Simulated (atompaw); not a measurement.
## Plane-wave convergence, PAW (atompaw) potential for Fe

```
Element                 : iron (Fe)
Generator               : atompaw 4.2.0.5
Type                    : PAW
Functional              : PBEsol
Relativity              : scalar-relativistic
Frozen core             : [Ar]
Valence charge          : 8
Reference configuration : 3d6 4s0 4p0 (charge +2)
Partial waves           : 4s (bound, empty): rc 2.35 bohr; 4s channel at 0.9 Ry: rc 2.35 bohr; 4p (bound, empty): rc 2.40 bohr; 4p channel at 2.35 Ry: rc 2.40 bohr; 3d (bound): rc 2.10 bohr; 3d channel at 1.3 Ry: rc 2.10 bohr
Local potential         : bessel scheme, radius 2.05 bohr
Core correction         : smooth core density matched at 2.30 bohr
Augmentation charge     : sinc compensation charge, radius 1.85 bohr; PAW radius 2.40 bohr; waves and projectors: modrrkj vanderbiltortho
```

The pseudo-atom Hamiltonian at the reference potential is diagonalised in spherical Bessel functions j_l(qr) that vanish at 20 bohr, with q² up to the cutoff. All-electron valence levels (Ry): 4s -1.4695, 4p -1.0346, 3d -1.8878.

Q: How do the lowest levels (Ry) of each channel move with the cutoff, and are there ghosts?

A:

```
cutoff (Ry)     s #1     s #2     p #1     d #1     d #2     f #1     f #2  Σ f·Δε (mRy)
          8  -1.4691  -0.5474  -1.0339  -1.6085  -0.4590  -0.2723  -0.1542        1676.0
         10  -1.4693  -0.5477  -1.0344  -1.7540  -0.4769  -0.2724  -0.1543         803.0
         12  -1.4693  -0.5479  -1.0345  -1.8325  -0.4896  -0.2724  -0.1543         331.6
         15  -1.4694  -0.5481  -1.0346  -1.8690  -0.4990  -0.2724  -0.1543         112.9
         18  -1.4694  -0.5483  -1.0346  -1.8854  -0.5085  -0.2724  -0.1543          14.3
         21  -1.4694  -0.5483  -1.0346  -1.8869  -0.5123  -0.2724  -0.1543           5.1
         25  -1.4694  -0.5483  -1.0346  -1.8870  -0.5145  -0.2724  -0.1543           4.7
         30  -1.4694  -0.5483  -1.0346  -1.8873  -0.5157  -0.2724  -0.1543           2.9
         35  -1.4694  -0.5483  -1.0346  -1.8877  -0.5158  -0.2724  -0.1543           0.8
         40  -1.4694  -0.5483  -1.0346  -1.8877  -0.5158  -0.2724  -0.1543           0.5
         45  -1.4694  -0.5483  -1.0346  -1.8877  -0.5159  -0.2724  -0.1543           0.4
        400  -1.4694  -0.5483  -1.0346  -1.8878  -0.5159  -0.2724  -0.1543           0.0
```

Result: no extra level below or beside the all-electron valence levels (s, p, d, f tested); 10 mRy is reached at 21 Ry and 1 mRy at 35 Ry.
